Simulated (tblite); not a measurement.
Species: C5H8N2Si.
Numbering: `[CH2:1]=[CH:2][c:3]1[n:4][cH:5][cH:6][n:7]1[SiH3:8]` (hydrogens: H9, H10 on C1; H11 on C2; H12 on C5; H13 on C6; H14, H15, H16 on Si8)

Computed with GFN2-xTB (tblite), gas phase: Langevin dynamics at 300 K from the optimised GFN2-xTB geometry, time step 0.5 fs, friction 0.01 fs⁻¹, 2000 steps. Over the second half of the run the saved frames average 314 K.

The optimised geometry, where the run starts:
```
atom  x, y, z in Å
C1     -1.068    2.612   -0.015
C2     -0.989    1.294    0.133
C3      0.210    0.545   -0.139
N4      1.342    1.054   -0.558
C5      2.201    0.013   -0.686
C6      1.576   -1.146   -0.338
N7      0.290   -0.822    0.018
Si8    -0.951   -1.937    0.552
H9     -0.212    3.170   -0.352
H10    -1.973    3.155    0.193
H11    -1.838    0.714    0.471
H12     3.208    0.168   -1.019
H13     1.924   -2.158   -0.312
H14    -1.345   -1.550    1.906
H15    -0.319   -3.252    0.528
H16    -2.063   -1.853   -0.393
```

t = 50 fs, T = 184 K, E(pot) 0.204 eV above the start
```
atom  x, y, z in Å  |  force x, y, z in eV/Å
C1     -1.007    2.596    0.049   -0.514  -0.773   0.270
C2     -1.102    1.262    0.072   -0.205   0.295  -0.089
C3      0.079    0.493   -0.197    1.244  -0.216   0.170
N4      1.286    0.995   -0.429   -0.396   0.187  -0.063
C5      2.128   -0.051   -0.575   -0.355  -0.439  -0.285
C6      1.452   -1.229   -0.434   -0.434   0.909  -0.029
N7      0.143   -0.875   -0.179   -0.275  -0.666   0.208
Si8    -0.984   -1.961    0.581   -0.952  -0.842  -0.622
H9     -0.035    3.005   -0.096    0.250   0.386  -0.174
H10    -1.854    3.232    0.220   -0.007   0.126   0.022
H11    -2.039    0.719    0.269    0.526   0.287  -0.185
H12     3.148    0.032   -0.861    0.365   0.386   0.072
H13     1.755   -2.239   -0.547    0.063  -0.298   0.088
H14    -1.215   -1.563    1.952    0.005   0.161   0.289
H15    -0.347   -3.304    0.533   -0.195   0.439  -0.038
H16    -2.311   -1.964   -0.173    0.879   0.058   0.366
```

t = 100 fs, T = 192 K, E(pot) 0.468 eV above the start
```
atom  x, y, z in Å  |  force x, y, z in eV/Å
C1     -1.122    2.637    0.244   -0.935   1.337   0.123
C2     -1.173    1.353   -0.052    0.094  -1.237  -0.544
C3      0.007    0.502   -0.200    0.173  -0.029  -0.030
N4      1.225    0.961   -0.391   -0.647   0.569   0.300
C5      2.058   -0.097   -0.475   -2.421  -0.527   0.122
C6      1.318   -1.234   -0.394   -0.752   0.918   0.542
N7     -0.008   -0.901   -0.170    0.348   1.186  -0.356
Si8    -1.210   -1.933    0.575    0.967  -0.619   1.285
H9     -0.163    3.147    0.382   -0.648  -0.249   0.059
H10    -2.090    3.234    0.323    1.580  -0.741  -0.107
H11    -2.120    0.850   -0.293    0.356   0.210   0.373
H12     3.071    0.006   -0.506    2.125   0.289  -0.382
H13     1.609   -2.221   -0.385    0.478  -1.655  -0.055
H14    -1.113   -1.724    2.073   -0.193   0.179  -0.665
H15    -0.570   -3.272    0.480   -0.389   0.273  -0.336
H16    -2.569   -1.754    0.134   -0.135   0.097  -0.329
```

t = 300 fs, T = 256 K, E(pot) 0.528 eV above the start
```
atom  x, y, z in Å  |  force x, y, z in eV/Å
C1     -1.349    2.577    0.273    1.651  -0.452  -0.099
C2     -1.513    1.270    0.158    1.174  -1.502   0.368
C3     -0.320    0.399    0.209   -0.359  -0.304   0.038
N4      0.911    0.863    0.151   -1.407   0.727   0.081
C5      1.708   -0.173    0.024    0.898  -1.961  -0.260
C6      0.986   -1.362   -0.012    1.582   0.032   0.254
N7     -0.294   -1.021    0.187   -2.130   1.252  -0.367
Si8    -1.623   -2.178    0.048   -0.122  -0.016  -1.030
H9     -0.313    2.939    0.372   -0.697  -0.182   0.026
H10    -2.088    3.299    0.178   -1.181   0.824  -0.036
H11    -2.420    0.697    0.035   -0.289   0.373   0.014
H12     2.761   -0.016   -0.049    0.262  -0.157  -0.071
H13     1.243   -2.419   -0.138    0.126   0.810   0.171
H14    -2.733   -2.199    0.954   -0.169   0.424   0.762
H15    -1.133   -3.543    0.016    0.442  -0.091   0.136
H16    -2.279   -2.001   -1.263    0.219   0.223   0.015
```

t = 500 fs, T = 283 K, E(pot) 0.548 eV above the start
```
atom  x, y, z in Å  |  force x, y, z in eV/Å
C1     -2.114    2.191    0.705   -2.183   1.289  -0.261
C2     -1.845    0.976    0.270   -2.455   0.199  -0.450
C3     -0.626    0.296    0.327    1.516  -0.867  -0.278
N4      0.583    0.774    0.393    1.156  -0.211   0.146
C5      1.461   -0.303    0.582   -1.848   0.721   0.392
C6      0.670   -1.418    0.700    0.533   0.188  -0.563
N7     -0.636   -1.078    0.388    1.779   0.651   1.091
Si8    -1.968   -2.128    0.320   -0.975  -1.051  -0.788
H9     -1.391    2.851    1.079    0.915   0.508   0.366
H10    -3.160    2.679    0.656    1.676  -1.135   0.012
H11    -2.722    0.381   -0.066    0.754   0.242   0.022
H12     2.520   -0.128    0.732   -0.564  -0.174  -0.130
H13     0.944   -2.415    0.984   -0.058  -0.075  -0.289
H14    -3.053   -1.620    1.156   -0.056  -0.075  -0.049
H15    -1.401   -3.344    0.891   -0.161  -0.185  -0.066
H16    -2.266   -2.220   -1.166   -0.029  -0.026   0.843
```

t = 600 fs, T = 269 K, E(pot) 0.461 eV above the start
```
atom  x, y, z in Å  |  force x, y, z in eV/Å
C1     -1.629    2.567    0.771    0.713  -1.374  -0.249
C2     -1.640    1.309    0.282   -2.498   1.590   0.774
C3     -0.576    0.424    0.238    1.807  -0.583   0.257
N4      0.683    0.834    0.307   -0.598  -0.611  -0.130
C5      1.417   -0.297    0.380    0.567   0.184  -0.103
C6      0.606   -1.378    0.401    0.102  -0.134  -0.427
N7     -0.678   -0.964    0.272   -1.121   0.539   0.319
Si8    -2.041   -2.096    0.500   -0.160   0.425  -1.711
H9     -0.749    3.046    1.143    0.355  -0.025  -0.158
H10    -2.527    3.089    0.905   -0.920   0.594  -0.086
H11    -2.631    0.884    0.081    0.336   0.037  -0.190
H12     2.487   -0.291    0.369    0.108   0.131   0.149
H13     0.791   -2.402    0.325    0.504  -1.101   0.195
H14    -2.523   -2.324    1.817   -0.053   0.188   0.922
H15    -1.605   -3.379   -0.044    0.270  -0.011   0.015
H16    -3.189   -1.718   -0.396    0.588   0.152   0.425
```

t = 800 fs, T = 396 K, E(pot) 0.596 eV above the start
```
atom  x, y, z in Å  |  force x, y, z in eV/Å
C1     -1.074    2.634    0.672   -1.561  -0.573   1.043
C2     -1.286    1.389    1.160   -0.282   1.769  -0.426
C3     -0.331    0.391    0.860    0.868  -0.658   0.136
N4      0.901    0.664    0.483   -0.599   0.499  -0.142
C5      1.510   -0.496    0.253   -1.398  -1.876   0.662
C6      0.676   -1.571    0.525   -1.542   2.633   0.464
N7     -0.552   -0.964    0.919    1.740  -0.126  -0.358
Si8    -2.121   -1.630    1.114   -0.709  -1.252   0.439
H9     -0.131    2.832    0.197   -0.326   0.338  -0.185
H10    -1.915    3.353    0.834    1.381  -0.296  -0.306
H11    -2.175    1.179    1.748    0.193  -0.174  -0.338
H12     2.470   -0.539   -0.118    1.652  -0.030  -0.462
H13     0.675   -2.601    0.680    0.555  -1.044  -0.327
H14    -2.673   -0.951    2.254   -0.269   0.283   0.364
H15    -2.204   -3.065    1.467    0.467   0.215  -0.073
H16    -2.900   -1.541   -0.092   -0.170   0.293  -0.492
```

t = 875 fs, T = 227 K, E(pot) 0.569 eV above the start
```
atom  x, y, z in Å  |  force x, y, z in eV/Å
C1     -0.944    2.874    0.761    1.433   3.464  -2.206
C2     -1.121    1.655    1.076   -0.717  -4.435   1.008
C3     -0.195    0.538    0.765   -0.449   1.494   0.862
N4      1.040    0.645    0.339   -0.455  -0.014  -0.244
C5      1.503   -0.626    0.215   -1.863   0.335   0.387
C6      0.515   -1.506    0.565    0.407   0.933   0.596
N7     -0.555   -0.748    0.995   -0.375  -1.175   0.077
Si8    -2.040   -1.575    1.513    0.243   0.644  -1.033
H9     -0.002    3.079    0.197   -0.938   0.322   0.602
H10    -1.719    3.635    0.819    0.539  -0.124   0.286
H11    -2.041    1.339    1.591    0.327  -0.098  -0.194
H12     2.406   -0.769   -0.249    1.768  -0.472  -0.573
H13     0.546   -2.525    0.823    0.035  -0.820  -0.260
H14    -2.592   -1.010    2.693   -0.281   0.709   0.604
H15    -1.877   -2.940    1.865    0.547  -0.973   0.169
H16    -2.853   -1.604    0.304   -0.220   0.210  -0.078
```

t = 925 fs, T = 360 K, E(pot) 0.646 eV above the start
```
atom  x, y, z in Å  |  force x, y, z in eV/Å
C1     -0.507    2.988    0.879   -0.858  -2.931   0.680
C2     -0.981    1.734    1.062    1.626   0.183  -0.749
C3     -0.155    0.555    0.698   -0.972   1.200   0.800
N4      0.941    0.646    0.007    0.438  -0.824  -0.575
C5      1.321   -0.645   -0.189    1.253  -0.772  -0.195
C6      0.456   -1.530    0.408    1.666   0.689  -0.208
N7     -0.430   -0.748    1.036   -1.870   0.513   0.697
Si8    -1.897   -1.317    1.757   -1.289  -0.372   0.024
H9      0.499    3.051    0.629    1.173   0.692  -0.570
H10    -1.149    3.748    1.170   -0.453   1.493   0.125
H11    -1.977    1.626    1.409   -0.575  -0.507   0.149
H12     2.265   -0.966   -0.636   -0.511   0.597  -0.133
H13     0.561   -2.572    0.603   -0.205  -0.190  -0.160
H14    -2.261   -0.314    2.783   -0.040  -0.047  -0.427
H15    -1.889   -2.543    2.579    0.372   0.037  -0.349
H16    -2.728   -1.595    0.505    0.245   0.240   0.890
```

t = 950 fs
```
atom  x, y, z in Å
C1     -0.363    3.039    1.008
C2     -0.847    1.805    0.973
C3     -0.114    0.617    0.650
N4      0.941    0.649   -0.157
C5      1.289   -0.635   -0.351
C6      0.453   -1.420    0.394
N7     -0.484   -0.659    1.006
Si8    -1.925   -1.109    1.983
H9      0.681    3.127    0.779
H10    -1.088    3.897    1.078
H11    -1.879    1.698    1.290
H12     1.944   -0.882   -1.098
H13     0.485   -2.487    0.393
H14    -2.256   -0.055    2.926
H15    -1.357   -2.374    2.515
H16    -3.156   -1.236    1.252
```

Task: Estimate the potential energy and the forces of this last frame.

Result: 0.561 eV above the start.

```tsv
atom	Fx (eV/Å)	Fy (eV/Å)	Fz (eV/Å)
C1	-0.663	0.614	-0.520
C2	-0.815	0.067	0.750
C3	0.460	0.725	-0.493
N4	-0.847	0.498	0.555
C5	-1.669	0.346	1.372
C6	0.444	-1.301	-0.860
N7	-0.495	0.764	0.361
Si8	1.393	-0.394	-0.012
H9	0.036	0.655	-0.061
H10	1.339	-0.885	0.187
H11	-0.091	-0.390	-0.276
H12	1.575	-0.606	-1.031
H13	-0.302	-0.261	0.345
H14	0.325	0.074	0.284
H15	-0.421	0.330	0.002
H16	-0.270	-0.234	-0.604
```

The bond farthest from its length at the start is C1–H10 (1.125 against 1.076 Å), and half the difference of its two atoms' forces along it is -1.19 eV/Å (positive lengthens). The largest atomic force is 2.19 eV/Å.

The cost below is that of the whole dynamics run. The run took 22 s on one thread, Arm Neoverse N1 (aarch64), on a shared host, and the process peaked at 0.18 GiB of memory.
